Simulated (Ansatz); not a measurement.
Job for Ansatz (a program for electronic structure): U-B2PLYP/def2-TZVPP on S2 (SMILES S=S), 2S+1 = 3, a spin state set in the input, which need not be the lowest.

Ansatz 0.2 input:
```yaml
crystal:
  periodic: [false, false, false]
  atoms:
    - {symbol: S, position_ang: [-0.00000000, -0.00000000, -0.95184959]}
    - {symbol: S, position_ang: [0.00000000, 0.00000000, 0.95184959]}
basis:
  gaussian:
    orbitals: def2-TZVPP
hamiltonian:
  xc: {name: B2PLYP}
magnetization: {spin_polarized: true, initial_magnetization: 2}
correlation: {electrons: outside_noble_gas}
```

The log:

```
WARN ansatz: RAYON_NUM_THREADS=2 ignored (pool sized by the plan → 2); use --threads N
Functional definition: B2PLYP
integrals: 0.04 GiB planned
483 factors; integrals over basis functions are off by at most 1.0e-3 eV
mean field: 0.27 GiB planned
mean field evaluation 1: about -21660.9372 eV, gradient 4.5e0 eV
mean field evaluation 2: about -21661.0472 eV, gradient 4.6e0 eV
mean field evaluation 4: about -21661.2462 eV, gradient 6.2e-1 eV
mean field evaluation 8: about -21661.2511 eV, gradient 1.1e-2 eV
mean field evaluation 16: about -21661.2511 eV, gradient 9.6e-6 eV
mean field -21661.25108723 eV, -796.0362949325 hartree, gradient 1.9e-6 eV, S^2 2.022630; 0 other end points of the search recorded, 0 dependent functions left out
10 core orbitals not correlated
reference -21661.25119215 eV, -796.0362987883 hartree; 7, 5 occupied and 67, 69 virtual orbitals, 483 factors
second order -10.79755360 eV of doubles, -0.00000000 eV of singles
Total energy: -21664.16653162 eV, -796.1434355377 hartree
```

The run converged.

Cost: around 2.8 core-seconds (rough).
